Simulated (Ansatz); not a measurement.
Basis-set extrapolation for `B[C]1=C[NH][AlH]1` (PBE0-D4/def2-TZVP geometry, frozen core, Ansatz). Multiplicity 1, RHF reference.

|  | def2-TZVPP | def2-QZVPP |
| --- | --- | --- |
| HF | -399.736640 | -399.751074 |
| MP2 correlation | -0.691384 | -0.737705 |
| CCSD(T) correlation | -0.758852 | not run |

Energies in hartree. Use E(X) = E(∞) + A·exp(−7.88·√X) for Hartree–Fock and E(X) = E(∞) + B·X^(−2.97) for correlation, with X = 3 and 4, and add CCSD(T) minus MP2 of the smaller set to the MP2 limit.

What is the CCSD(T) energy at the basis-set limit?

HF limit: -399.751074 + (-0.014434) × 0.13774 = -399.75306. MP2 limit: -0.737705 + (-0.046321) × 0.74074 = -0.77202. Higher-order term: -0.758852 − (-0.691384) = -0.06747. Total: -400.59255 hartree, 60.9 kcal/mol below CCSD(T)/def2-TZVPP.
